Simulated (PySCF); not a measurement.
**Diatomics of Pd with the second period**

PBE0 with triple-zeta basis sets in PySCF, for the lowest determinant that a PBE0 search found; no spin–orbit coupling. De refers to high-spin ground-configuration atoms. A positive dipole means M(−)Pd(+).

```csv
M,basis,state (unpaired electrons),Re (Å),ωe (cm⁻¹),De (eV),μ (D)
B,def2-TZVPP,doublet (σ ↑),1.770,772,3.90,1.45
C,def2-TZVPP,"triplet (σ ↑, π ↑)",1.740,777,3.33,2.50
N,def2-TZVPP,"quartet (σ ↑, π ↑↑)",1.791,646,2.18,3.15
O,def2-TZVPP,"triplet (σ ↑, π ↑)",1.824,593,2.50,4.09
F,def2-TZVPP,doublet (σ ↑),1.915,560,3.36,4.81
```

Problem. By what factor does the bond length vary along the series?

Solution. At PBE0 it runs from 1.740 Å (PdC) to 1.915 Å (PdF), a factor of 1.10.

The state changes along the series, so neighbouring rows are not always alike in their bonding.

The metal atom is held in its measured ground configuration; semilocal functionals can put another filling of s and d lower by some tenths of an eV, and De to that atom would be smaller. These are scalar-relativistic numbers at best; spin–orbit coupling would shift them, the dissociation energy most. The state is the lowest single determinant that the PBE0 search found; with open d or f shells the true ground state can be another one.
